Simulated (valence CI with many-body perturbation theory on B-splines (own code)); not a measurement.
## Hyperfine factors and g values of Cd25+

Calculated by valence CI with perturbative core correlation (CI+MBPT): five valence electrons over a frozen Dirac-Fock core [Ar], a basis of 7 s, 7 p, 8 d, 6 f, 4 g, 1 h functions for each j, with the one-electron correlation potential Σ1, the two-electron term Σ2, the three-electron term Σ3, Breit, model QED; selected CI, second order for the rest (own B-spline code, finite nucleus).

No measured spectrum was set against this ion. As an estimate, terms of the open shell hold to 2 to 4 % of their energy, and close levels can change places. Core correlation moves these levels by up to 13000 cm⁻¹, and in measured spectra 5 to 20 % of such shifts remained as error; rates that hang on mixing are uncertain with them. Only levels of the ground parity were solved; by the run's estimate the other parity begins above the list, which can be wrong where configurations are misplaced.

A/g_I is the dipole constant over the nuclear g factor μ/I (μ in nuclear magnetons, uniformly magnetised nucleus), B/Q the quadrupole constant per barn. Both hold the static response of the core; the bare values leave it out. Large factors of s and p1/2 electrons are usually good to 5 to 10 %; those of open d and f shells near neutrality can be off by tens of per cent, and small factors of p3/2, d and f electrons come from cancelling terms and can be off by a factor of two or in sign, in half-filled shells by more. B is blank for J = 1/2, where it vanishes, and for nearly pure S terms. Energies count from the lowest level.

Names give the largest LS component (configuration and term), which can be under half, so a name can repeat, a term be missing and a line seem to break the LS rules; names also repeat where a configuration has a term twice. Letters in brackets count levels of one name in rising energy.

```
         Level  E (eV)      g  A/g_I (MHz)  A/g_I bare  B/Q (MHz/b)  B/Q bare
    3d⁵ ⁶S_5/2   0.000  1.905          262        1100         1110      1130
3d⁵ ⁴G_5/2 [a]  10.602  1.064         7920        8030        11500     11700
    3d⁵ ⁴G_7/2  14.611  1.092         9050        9180         9790     10000
    3d⁵ ⁴P_3/2  15.097  1.373         8730        9090         9520      9740
   3d⁵ ⁴G_11/2  15.189  1.209         9860       10100        -22.6     -28.8
3d⁵ ⁴G_5/2 [b]  15.981  1.065         8180        8290         4260      4360
    3d⁵ ⁴G_9/2  16.224  1.164         9140        9330         8070      8250
    3d⁵ ⁴P_1/2  17.354  1.907        -3730       -2870                       
    3d⁵ ⁴D_7/2  19.954  1.284         7040        7340         2100      2140
    3d⁵ ⁴D_5/2  20.882  1.259         8350        8630         -462      -472
   3d⁵ ²I_11/2  22.653  1.006        11000       11100         1090      1120
    3d⁵ ⁴D_1/2  23.043  0.689        20700       20400                       
3d⁵ ²F_7/2 [a]  23.419  1.125        10700       10900       -12000    -12300
    3d⁵ ⁴D_3/2  23.505  1.259        11800       12100        -6350     -6500
3d⁵ ²G_9/2 [a]  24.719  1.155         9090        9270         -976     -1010
    3d⁵ ⁴F_3/2  24.802  0.773        14300       14100         97.0       103
   3d⁵ ²I_13/2  24.824  1.073        11100       11200        -31.6     -28.2
3d⁵ ²F_5/2 [a]  26.264  1.041        10100       10100          163       176
    3d⁵ ²H_9/2  29.106  1.097        10200       10400         1570      1600
    3d⁵ ⁴F_5/2  29.316  1.099         9550        9680        -7850     -8030
3d⁵ ²G_7/2 [a]  30.325  1.006        13000       13000        -33.9     -40.5
3d⁵ ²D_3/2 [a]  31.971  0.693        17100       16900         -995     -1010
3d⁵ ²F_5/2 [b]  31.997  1.027         8650        8720         1550      1590
3d⁵ ²F_7/2 [b]  32.605  1.094        10800       10900        -1340     -1370
    3d⁵ ⁴F_7/2  34.737  1.166         9320        9500       -11300    -11500
    3d⁵ ²S_1/2  34.865  1.939        -2300       -1430                       
   3d⁵ ²H_11/2  35.061  1.061        10900       11000        -1130     -1140
3d⁵ ²G_9/2 [b]  35.496  1.095        10100       10200         3170      3240
3d⁵ ²D_5/2 [a]  38.997  1.081         9990       10100         3790      3890
3d⁵ ²D_3/2 [b]  39.008  0.826        12700       12600        -7850     -8030
3d⁵ ²D_5/2 [b]  42.666  1.118         8620        8770        -6120     -6250
3d⁵ ²G_9/2 [c]  43.347  1.108         9880       10000       -11800    -12100
3d⁵ ²G_7/2 [b]  45.098  0.923        12900       12900        12700     13000
    3d⁵ ²P_3/2  49.364  1.231         9470        9710       -10100    -10300
    3d⁵ ²P_1/2  52.584  0.787          653         556                       
3d⁵ ²D_5/2 [c]  56.370  1.192         7780        7990        -7970     -8150
3d⁵ ²D_3/2 [c]  58.346  0.885        17200       17200        15700     16000
```

**Question.** Take the isotope of mass number 111, with I = 1/2, μ = -0.594 μN. What is the hyperfine structure of 3d⁵ ⁴P_3/2?

**Answer.** From the table A = -10400 MHz. Shifts from the centre of gravity in MHz: F = 1: 13000, F = 2: -7800.
